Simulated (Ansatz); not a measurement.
AlBH8OSi2. The species carries charge 0 and has multiplicity 1. The bonds changed during the relaxation, so this is another structure than the one it started from.

| atom | x (Å) | y (Å) | z (Å) |
| --- | --- | --- | --- |
| B1 | 0.777 | 1.454 | 0.304 |
| O2 | 0.972 | 0.888 | -0.955 |
| Si3 | 0.396 | -0.501 | -1.634 |
| Si4 | -0.957 | -1.528 | 0.004 |
| Al5 | -0.552 | 0.242 | 1.620 |
| H6 | 1.118 | 0.622 | 1.295 |
| H7 | 1.312 | 2.493 | 0.568 |
| H8 | 1.551 | -1.354 | -2.024 |
| H9 | -0.373 | -0.150 | -2.858 |
| H10 | -2.379 | -1.657 | -0.415 |
| H11 | -0.450 | -2.863 | 0.424 |
| H12 | -0.898 | 0.709 | 3.085 |
| H13 | -0.517 | 1.645 | 0.584 |

(1) What are the harmonic wavenumbers in cm⁻¹ at PBE0-D4/def2-TZVP (Ansatz, finite differences of forces, unscaled)? (An estimate is asked.)

(2) Is this a minimum?

(3) Give the ideal-gas thermochemistry at 298.15 K and 1 bar (rigid rotor, harmonic oscillator; point group Cs, symmetry number 1).

(4) And at 400, 500, 600, 800 and 1000 K?

(5) Rotational constants (cm⁻¹)?

## Answers

(1) Computed: 29, 176, 246, 288, 336, 401, 405, 423, 472, 503, 563, 625, 638, 735, 736, 748, 819, 907, 941, 949, 966, 1111, 1217, 1498, 1558, 1675, 1845, 1960, 2206, 2212, 2214, 2222, 2605.

(2) Yes, all 33 modes are real.

(3) Zero-point energy 204.7 kJ/mol; H(298) − E = 228.4 kJ/mol; entropy 368.4 J/(mol·K), of which translation 168.4, rotation 117.1, vibration 83.0; G(298) − E = 118.5 kJ/mol. Modes under 100 cm⁻¹ are hindered rotations or soft bends, so the harmonic entropy is rough.

(4) 
| T (K) | H − E (kJ/mol) | S (J/mol/K) | G − E (kJ/mol) |
| --- | --- | --- | --- |
| 400 | 243.7 | 412.4 | 78.7 |
| 500 | 261.3 | 451.7 | 35.5 |
| 600 | 281.1 | 487.7 | -11.5 |
| 800 | 325.4 | 551.2 | -115.6 |
| 1000 | 374.4 | 605.8 | -231.4 |

(5) 0.0957, 0.07763, 0.04469.
